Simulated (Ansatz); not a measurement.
# One elementary step

Start structure (Si3N3H13, singlet), relaxed at PBE0-D4/def2-TZVP:

```
19
angstrom
Si -1.0534 1.8250 -0.6368
N 0.4271 1.7077 0.2488
N -1.0948 3.1078 -1.7676
H 0.5558 -0.3714 0.5477
N 0.6233 -1.3890 0.6073
Si 0.6801 -2.0372 2.1971
Si 0.4906 -2.2143 -0.8947
H -1.2529 0.6084 -1.4645
H -2.0793 1.8999 0.4392
H 0.4627 2.1064 1.1742
H 1.3012 1.8594 -0.2335
H -1.4582 2.9595 -2.6937
H -1.1196 4.0783 -1.5034
H 1.7067 -1.3324 3.0153
H -0.6115 -1.9191 2.9343
H 1.0260 -3.4790 2.0983
H 1.0832 -3.5696 -0.7462
H -0.9116 -2.3826 -1.3747
H 1.2245 -1.4580 -1.9470
```

The step: SiN₂H₆ ([NH2][SiH2][NH2]) + Si₂NH₇ ([SiH3][NH][SiH3]) → Si₃N₂H₁₀ ([NH2][SiH2][N]([SiH3])[SiH3]) + NH₃; bonds formed: Si1–N5, N2–H4; bonds broken: Si1–N2, H4–N5. Computed with Ansatz 0.2.0 (basis: def2-TZVPP and def2-QZVPP); correlated methods freeze the cores. Extrapolation: Hartree–Fock as exp(−7.88 √X), correlation as X^−2.97. Energies below are by CCSD(T) at an estimated basis limit (MP2 extrapolated from triple and quadruple zeta, plus CCSD(T) − MP2 in triple zeta).

**Question.** What are the electronic barrier and the energy of the step, from the start structure to the end structure? (Judge from chemistry; the value comes from the calculation.)

**Answer.** The calculation gives: Barrier 137.7 kJ/mol; step energy -23.6 kJ/mol (downhill); reverse barrier, their difference, 161.3 kJ/mol. Barrier and step energy count from the start structure, the reverse barrier from the end structure.

The saddle point: One imaginary mode of 1007i cm⁻¹.
| pair | start (Å) | saddle (Å) | end (Å) |
| --- | --- | --- | --- |
| Si1–N5 | 3.83 | 2.01 | 1.74 |
| N2–H4 | 2.10 | 1.40 | 1.01 |
| Si1–N2 | 1.73 | 1.93 | 3.79 |
| H4–N5 | 1.02 | 1.19 | 3.45 |

Zero-point energy (harmonic, PBE0-D4): ZPE is 359.1 kJ/mol at the start and 355.0 kJ/mol at the saddle, so the barrier goes from 137.7 to 133.6 kJ/mol.

No T1 diagnostic of these runs exceeds 0.012.

Labels in which every atom is bracketed show which atoms are joined, not bond orders.

For scale, one of the runs: CCSD(T)/def2-TZVPP, 401 basis functions, launched by `ansatz run in.yaml --threads 4 --pin off --events-out ev --progress --plain --max-ram 66560MiB --backend cuda --devices 0, --max-vram 37GiB`. Hardware: 4 CPU threads of an AMD EPYC 7R13 and a share of one NVIDIA H100, shared host. Wall time 24 s; peak host memory 0.87 GiB.
